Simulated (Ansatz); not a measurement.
`C[CH2][Al]([Cl])[Cl]` + `C=C=C[SiH3]` → `[SiH3][Al]([Cl])[Cl]` + `C=C=CCC`  (formal exchange of groups at the Al–C bond)

Gas-phase electronic energies from Ansatz, PBE0-D4/def2-TZVP geometries. CBS: MP2 limit from def2 TZ/QZ plus the TZ coupled-cluster correction, frozen cores. DFT in def2-TZVPP. One conformer a species, not always the lowest.

```tsv
species	BLYP-D4 energy (Eh)
`C[CH2][Al]([Cl])[Cl]`	-1242.23449
`C=C=C[SiH3]`	-407.36593
`[SiH3][Al]([Cl])[Cl]`	-1454.31113
`C=C=CCC`	-195.27836
```

(1) Work out ΔE.

Largest T1 diagnostic among the species: 0.012.

Answers

(1) ΔE = (-1454.31113) + (-195.27836) − (-1242.23449) − (-407.36593) = 0.01093 Eh = +0.30 eV. CCSD(T)/CBS gives +0.29 eV.

At CCSD(T), def2-SVP lies −0.14 eV from the extrapolated value and def2-TZVPP −0.02 eV. Leaving LDA and LC-ωPBE aside and taking each functional with its dispersion term where it has one, the values, not all of them listed here, spread over 0.18 eV, from PBE-D4 to ωB97M-V.
